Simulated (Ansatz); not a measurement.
Cost and result up the ladder for Be₄Se₅ (9 atoms). Charge 0, multiplicity 1. Geometry: PBE0-D4/def2-SVP.

```xyz
9

Be    1.0577   -0.6203    1.6131
Be    1.4709    0.3288   -0.7864
Be   -1.5698   -0.6241    1.1189
Be   -1.0856    0.3251   -1.2673
Se   -0.5298   -0.2111    2.8183
Se    0.4970    0.9363   -2.6493
Se   -2.4425   -1.0707   -0.6529
Se    2.5158   -1.0635    0.2797
Se    0.0863    1.9995   -0.4742
```

Ansatz on 2 threads of AMD EPYC 7R13 on a shared host and a share (18 GiB) of an NVIDIA H100 80GB HBM3. Times are rough, and most runs start from the orbitals of an earlier one. ωB97M-V/def2-TZVP serves as the yardstick here, not as an exact answer. Binding counts from free atoms at the same level (Be singlet, Se triplet; other spins of the atoms weren't run), without zero-point energy.

Correlated methods freeze 45 core orbitals; core or outer-core shells of Se are correlated, in sets that lack core-valence functions. Another isomer (singlet) lies 0.99 eV lower at PBE0-D4/def2-TZVP; other spin states weren't run for this one.

```tsv
level	functions	wall time	binding energy per atom (eV)	difference from ωB97M-V/def2-TZVP (eV)
PBE-D4/def2-TZVP (with forces)	316	11 s	3.37	0.23
MP2/def2-TZVP	316	12 s	3.21	0.06
BLYP-D4/def2-TZVP	316	14 s	3.18	0.04
ωB97M-V/def2-TZVP	316	14 s	3.15	0.00
r2SCAN-D4/def2-TZVP	316	15 s	3.35	0.21
PBE0-D4/def2-TZVP	316	17 s	3.30	0.16
```
